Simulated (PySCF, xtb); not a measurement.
HgI, SMILES [I][Hg+], charge +1.

Harmonic wavenumbers (cm⁻¹) from GFN2-xTB (xtb) at its own minimum, in rising order: 198.

Task: What does B3LYP-D3(BJ)/def2-TZVP (PySCF 2.14.0) give at its own minimum? (The exact figures need the calculation; the answer reports its results.)

Result: 179. Paired by order, the mean absolute difference is 19 cm⁻¹ and the zero-point energies are 0.3 and 0.3 kcal/mol.
